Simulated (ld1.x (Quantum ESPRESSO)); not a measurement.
nitrogen: one change to a TM semilocal potential, before and after

| Item | Value |
| --- | --- |
| Element | N (Z = 7) |
| Generator | ld1.x (Quantum ESPRESSO) 7.5 |
| Type | norm-conserving Troullier–Martins (semilocal form) |
| Functional | PBEsol |
| Relativity | scalar-relativistic |
| Frozen core | [He] |
| Valence charge | 5 |
| Reference configuration | 2s1.75 2p3.25 |
| Partial waves | 2p (bound): rc 2.30 bohr; 3d channel at 0.45 Ry: rc 2.30 bohr; 2s (bound): rc 0.80 bohr |
| Local potential | the s channel |
| Core correction | Bessel-smoothed model core inside 0.45 bohr |

Change: wave 2s (bound): rc 0.80 bohr becomes 2s (bound): rc 1.00 bohr.

Cutoffs: the cutoffs (Ry, on a coarse ladder) from which the occupation-weighted sum of valence levels, in a spherical-Bessel basis at the reference potential, stays within 10 and 1 mRy of its value at 400 Ry; they do not see the model core or the augmentation charge, which bear on the density cutoff. Errors are all-electron minus pseudo energies relative to the spin-unpolarised reference configuration.

Question: What does the change do?

Answer: The potential gets softer (50 Ry and 140 Ry → 50 Ry and 120 Ry); the errors of the 7 common tests hardly move; neither file shows a bound ghost. A larger radius leaves more room for a smooth pseudo-wave, so fewer plane waves are needed. A semilocal file is local in each channel, so a ghost entry of none says nothing of the separable form that plane-wave codes build from it.

| quantity | base | changed |
| --- | --- | --- |
| cutoff, loose | 50 Ry | 50 Ry |
| cutoff, tight | 140 Ry | 120 Ry |
| bound ghosts | none | none |
| error for 2s2 2p3, meV [ΔE -2.86 eV] | -1.1 | -1.1 |
| error for 2s2 2p2, meV [ΔE 10.66 eV] | +82 | +83 |
| error for 2s2 2p1, meV [ΔE 39.40 eV] | +672 | +676 |
| error for 2s2 2p0, meV [ΔE 86.29 eV] | +2666 | +2679 |
| error for 2s2 2p3.3, meV [ΔE -4.46 eV] | -8.3 | -8.4 |
| error for 2s0 2p5, meV [ΔE 20.04 eV] | -51 | -54 |
| error for 2s1 2p0, meV [ΔE 163.80 eV] | +4302 | +4311 |
| s: phases at 2.48 bohr within 0.05 rad from the reference energy up to (Ry; the scan ends near 5) | to the end of the scan | to the end of the scan |
| p: phases at 2.48 bohr within 0.05 rad from the reference energy up to (Ry; the scan ends near 5) | 0.7 | 0.7 |
| d: phases at 2.48 bohr within 0.05 rad from the reference energy up to (Ry; the scan ends near 5) | to the end of the scan | to the end of the scan |
